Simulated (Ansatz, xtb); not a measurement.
## Relative energy of two isomers of C5H5NO2

We compare I, `Nc1coccc1=O`, a singlet, with II, `Nc1cccoc1=O`, a singlet. Both are isolated molecules in the gas phase, relaxed with r2SCAN-D4/def2-SVP; the shapes shown needn't be the lowest conformers.

I (Å):

```yaml
atoms:
  - { symbol: C, position_ang: [1.3707, 0.9280, -1.3985] }
  - { symbol: C, position_ang: [2.2381, 1.1640, -0.3677] }
  - { symbol: C, position_ang: [1.6338, -0.8001, 0.7346] }
  - { symbol: C, position_ang: [0.7466, -1.1470, -0.2362] }
  - { symbol: C, position_ang: [0.5477, -0.3089, -1.3992] }
  - { symbol: N, position_ang: [1.1441, 1.7484, -2.4627] }
  - { symbol: O, position_ang: [2.3701, 0.3130, 0.6885] }
  - { symbol: O, position_ang: [-0.2091, -0.5491, -2.3422] }
  - { symbol: H, position_ang: [0.6054, 1.2941, -3.1980] }
  - { symbol: H, position_ang: [1.8355, 2.4325, -2.7373] }
  - { symbol: H, position_ang: [2.8933, 2.0310, -0.2708] }
  - { symbol: H, position_ang: [1.8386, -1.3840, 1.6350] }
  - { symbol: H, position_ang: [0.1778, -2.0753, -0.1515] }
```

II (Å):

```xyz
13

C     0.8961    0.7592   -1.3591
C     1.5607    1.1428   -0.2147
C     2.2362    0.1607    0.5701
C     2.2194   -1.1365    0.1756
C     0.9066   -0.6526   -1.7743
N     0.1681    1.5616   -2.1870
O     1.5789   -1.5234   -0.9558
O     0.3725   -1.0648   -2.7813
H    -0.0961    1.1467   -3.0747
H     0.2866    2.5644   -2.1446
H     1.5649    2.1922    0.0956
H     2.7650    0.4374    1.4839
H     2.6919   -1.9762    0.6866
```

Quicker runs give these differences E(II) − E(I): GFN2-xTB −39.8 kJ/mol; HF/STO-3G −35.5 kJ/mol (at GFN2-xTB geometries); r2SCAN-D4/def2-SVP//GFN2-xTB −45.9 kJ/mol.

Problem. Estimate E(II) − E(I) at the level CCSD(T)/def2-SVP + ΔMP2/def2-TZVPP.

Solution. Calculated at CCSD(T)/def2-SVP + ΔMP2/def2-TZVPP: E(II) − E(I) = −45.9 kJ/mol, so structure II lies lower.

The same difference at several levels:

| level | geometry | E(II) − E(I) (kJ/mol) | departure from the last row (kJ/mol) | job, with rough time for the two |
| --- | --- | --- | --- | --- |
| GFN2-xTB | GFN2-xTB | −39.8 | +6.1 | optimisation, 0.16 s |
| HF/STO-3G | GFN2-xTB | −35.5 | +10.4 | single point, 0.41 s |
| r2SCAN-D4/def2-SVP//GFN2-xTB | GFN2-xTB | −45.9 | 0.0 | single point, 4 s |
| r2SCAN-D4/def2-SVP | r2SCAN-D4/def2-SVP | −46.6 | −0.6 | optimisation, 35 s |
| HF/def2-SVP | r2SCAN-D4/def2-SVP | −43.0 | +2.9 | part of the CCSD(T) run |
| MP2/def2-SVP | r2SCAN-D4/def2-SVP | −50.4 | −4.5 | part of the CCSD(T) run |
| CCSD(T)/def2-SVP | r2SCAN-D4/def2-SVP | −46.9 | −1.0 | single point |
| CCSD(T)/def2-SVP + ΔMP2/def2-TZVPP | r2SCAN-D4/def2-SVP | −45.9 |  | single point, 87 s |

As drawn, both hold the same kinds of bond in the same numbers.

None of the levels shown reverses the order. The largest departure from CCSD(T)/def2-SVP + ΔMP2/def2-TZVPP is that of HF/STO-3G, 10.4 kJ/mol. The last row adds to CCSD(T) the change of the MP2 difference between the two basis sets, here +1.0 kJ/mol.

With thermal terms from frequencies at re-optimised GFN2-xTB minima (ideal gas, soft modes damped towards free rotors, one conformer each, 298.15 K, 1 atm): on the last row, ΔE + ΔZPE = −45.8, ΔH = −45.8, ΔG = −45.6 kJ/mol.

The correlated steps freeze 8 core orbitals. Codes used: Ansatz 0.2.0, xtb 6.7.1; the last row on 4 threads of Arm Neoverse V1 on a shared host.
